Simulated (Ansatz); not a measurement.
H4Ge, charge -1, doublet, at the geometry of the source list (a state made from the parent by changing its charge; the spin is typed, not shown lowest) (a gas-phase anion, which may not be bound at this level). Base run: Ansatz (a first-principles code) with PBE0/STO-3G.

Here is a job for Ansatz.
Ansatz 0.2 input:
```yaml
crystal:
  periodic: [false, false, false]
  atoms:
    - {symbol: Ge, position_ang: [0.00070000, -0.00520000, 0.00070000]}
    - {symbol: H, position_ang: [-0.60280000, -0.84850000, -1.05720000]}
    - {symbol: H, position_ang: [0.55780000, -0.85190000, 1.08020000]}
    - {symbol: H, position_ang: [-1.03980000, 0.88740000, 0.56100000]}
    - {symbol: H, position_ang: [1.08410000, 0.81820000, -0.58470000]}
basis:
  gaussian:
    orbitals: STO-3G
hamiltonian:
  xc: pbe0
total_charge: -1
magnetization: {spin_polarized: true, initial_magnetization: 1}
```

The bond that is stretched is that between atoms 2 and 1. A test that says stable can miss a lower solution.

The base run was repeated with changes; each row names its change, and settings that it needs were set with it.

```tsv
change	ΔE vs base (kcal/mol)	<S^2>	stability test says
base	0.000	0.751	minimum
spin_polarized = on; lower_state_search = off	4.07	0.756	undecided (no full test)
spin_polarized = on; lower_state_search = standard	0.000	0.751	minimum
bond × 1.25	-66.2	0.751	minimum
spin_polarized = on; lower_state_search = off; bond × 1.25	-66.2	0.751	undecided (no full test)
spin_polarized = on; lower_state_search = standard; bond × 1.25	-66.2	0.751	minimum
bond × 1.5	-93.0	0.750	minimum
spin_polarized = on; lower_state_search = off; bond × 1.5	-93.0	0.750	undecided (no full test)
spin_polarized = on; lower_state_search = standard; bond × 1.5	-93.0	0.750	minimum
bond × 1.8	-96.5	0.750	minimum
spin_polarized = on; lower_state_search = off; bond × 1.8	-96.5	0.750	undecided (no full test)
spin_polarized = on; lower_state_search = standard; bond × 1.8	-96.5	0.750	minimum
bond × 2.2	-89.3	0.750	minimum
spin_polarized = on; lower_state_search = off; bond × 2.2	-89.3	0.750	undecided (no full test)
spin_polarized = on; lower_state_search = standard; bond × 2.2	-89.3	0.750	minimum
bond × 3.0	-82.7	0.750	minimum
spin_polarized = on; lower_state_search = off; bond × 3.0	-82.7	0.750	undecided (no full test)
spin_polarized = on; lower_state_search = standard; bond × 3.0	-82.7	0.750	minimum
```

A gas-phase anion may not be bound at this level; its values then depend on the basis.

On stretching, the SCF can end on different states; <S^2> shows the spin contamination of each.
